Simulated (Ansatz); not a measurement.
Gas-phase electronic energies from Ansatz, PBE0-D4/def2-TZVP geometries. CBS: MP2 limit from def2 TZ/QZ plus the TZ coupled-cluster correction, frozen cores. This one scheme is used for every species. DFT in def2-TZVPP. B3LYP here is the variant with VWN-RPA as its local correlation; programs differ in this. HSE06 is defined as in plane-wave codes. Elements past krypton have def2 core potentials. For Sn outer-core shells are correlated without core-valence functions, which leaves a few kJ/mol of doubt a bond. One conformer a species, not always the lowest.

`[OH][SnH2][SH]` + `O[SiH3]` → `[OH][SnH2][O][SiH3]` + H₂S  (ligand exchange at the Sn–S bond)

| level | ΔE (kJ/mol) | difference from CCSD(T)/CBS |
| --- | --- | --- |
| LDA (SPW92) | 31.5 | 14.0 |
| PBE-D4 | 29.0 | 11.5 |
| revPBE-D4 | 27.3 | 9.8 |
| BLYP-D4 | 18.9 | 1.4 |
| r2SCAN-D4 | 23.2 | 5.7 |
| B97M-V | 17.6 | 0.1 |
| PBE0-D4 | 29.0 | 11.5 |
| B3LYP-D4 | 19.6 | 2.1 |
| r2SCANh-D4 | 24.1 | 6.6 |
| HSE06-D4 | 29.4 | 11.9 |
| CAM-B3LYP-D4 | 15.0 | -2.5 |
| ωB97X-V | 17.5 | 0.0 |
| ωB97M-V | 20.8 | 3.3 |
| B2PLYP | 19.1 | 1.6 |
| PBE-QIDH | 25.1 | 7.6 |
| PBE | 30.9 | 13.4 |
| revPBE | 31.1 | 13.6 |
| BLYP | 22.4 | 4.9 |
| PBE0 | 30.8 | 13.3 |
| B3LYP | 22.5 | 5.0 |
| r2SCANh | 24.9 | 7.4 |
| r2SCAN0 | 26.1 | 8.6 |
| HSE06 | 31.2 | 13.7 |
| BHLYP | 20.0 | 2.5 |
| CAM-B3LYP | 17.0 | -0.5 |
| LC-ωPBE | 20.8 | 3.3 |
| RPA@PBE/def2-TZVPP | 10.9 | -6.6 |
| HF/def2-SVP | 14.5 | -3.0 |
| MP2/def2-SVP | 8.9 | -8.6 |
| CCSD/def2-SVP | 8.2 | -9.3 |
| CCSD(T)/def2-SVP | 8.1 | -9.4 |
| HF/def2-TZVPP | 14.5 | -3.0 |
| MP2/def2-TZVPP | 19.5 | 2.0 |
| SCS-MP2/def2-TZVPP | 14.4 | -3.1 |
| CCSD(T)/def2-TZVPP | 15.6 | -1.9 |
| HF/def2-QZVPP | 12.2 | -5.3 |
| MP2/def2-QZVPP | 19.8 | 2.3 |
| SCS-MP2/def2-QZVPP | 15.0 | -2.5 |
| HF/CBS(def2) | 11.9 | -5.6 |
| MP2/CBS(def2) | 21.4 | 3.9 |
| CCSD(T)/CBS | 17.5 | 0 |

(1) What do rigid-rotor, harmonic-oscillator terms from PBE0-D4/def2-TZVP frequencies (298.15 K, 1 bar) make of the CCSD(T)/CBS value? (An estimate is asked.)

Largest T1 diagnostic among the species: 0.014.

Answers

(1) Computed: ΔZPE = -8.3 kJ/mol, ΔH = +11.4 kJ/mol, ΔS = 2 J/(mol·K), ΔG = +10.9 kJ/mol. Modes under 50 cm⁻¹ make the entropy rough.

At CCSD(T), def2-SVP lies −9.4 kJ/mol from the extrapolated value and def2-TZVPP −1.9 kJ/mol. Leaving LDA and LC-ωPBE aside and taking each functional with its dispersion term where it has one, the values spread over 14.4 kJ/mol, from CAM-B3LYP-D4 to HSE06-D4.
